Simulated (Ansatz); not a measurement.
`[OH][GaH2]` + `C=N` → `C=[N][GaH2]` + H₂O  (ligand exchange at a Ga–O bond)

Calculated with Ansatz (gas phase, PBE0-D4/def2-TZVP geometries, no zero-point term in ΔE). CCSD(T)/CBS adds triple-zeta CCSD(T) − MP2 to the extrapolated MP2 energy (def2 sets, frozen cores). This one scheme is used for every species. DFT in def2-TZVPP. For Ga outer-core shells are correlated without core-valence functions, which leaves a few kJ/mol of doubt a bond. Scalar relativity is left out up to krypton.

(1) Is it downhill or uphill in electronic energy at CCSD(T)/CBS, and by how much? (Estimate.)

(2) What do these levels give: r2SCAN0-D4, ωB97M-V, PBE-QIDH, BHLYP, HF/def2-SVP, MP2/def2-QZVPP? (Estimate.)

Largest T1 diagnostic among the species: 0.017.

Results:

(1) Computed: Uphill: ΔE = +37.8 kJ/mol.

(2) Computed: r2SCAN0-D4 37.8, ωB97M-V 42.3, PBE-QIDH 39.5, BHLYP 43.1, HF/def2-SVP 44.7, MP2/def2-QZVPP 37.9 kJ/mol.

The D4 term adds −4.0 kJ/mol with B3LYP and −2.2 kJ/mol with PBE0; it sums over pairs of atoms, weighted by their polarisabilities, and B3LYP, whose exchange is more repulsive, gets the larger term. Leaving LDA and LC-ωPBE aside and taking each functional with its dispersion term where it has one, the values, not all of them listed here, spread over 9.9 kJ/mol, from PBE-D4 to ωB97X-V. LDA lies −9.8 kJ/mol from PBE without D4. At CCSD(T), def2-SVP lies +6.3 kJ/mol from the extrapolated value and def2-TZVPP +4.1 kJ/mol.

B3LYP here is the variant with VWN-RPA as its local correlation; programs differ in this.
